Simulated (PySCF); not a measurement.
CClF2, SMILES F[C](F)Cl (connectivity only; charge and spin as stated), charge +1, multiplicity 1.

Geometry: ωB97X-D3(BJ)/def2-TZVP. The multiplicity is an assumed one; other spin states were not compared. The isomer is the one that the SMILES or the coordinates give; other isomers of the formula were not compared.

These are r2SCAN/def2-TZVPD run with PySCF values and carry that method's errors.

Computed frontier levels, gap, dipole moment and polarisability:
- highest occupied level: -16.56 eV
- lowest empty level: -11.08 eV
- orbital gap: 5.48 eV
- dipole moment about the centre of nuclear charge: 0.71 D
- mean static polarisability: 24.4 bohr³ (3.62 Å³)
- polarisability, principal values: 17.5, 23.2, 32.6 bohr³
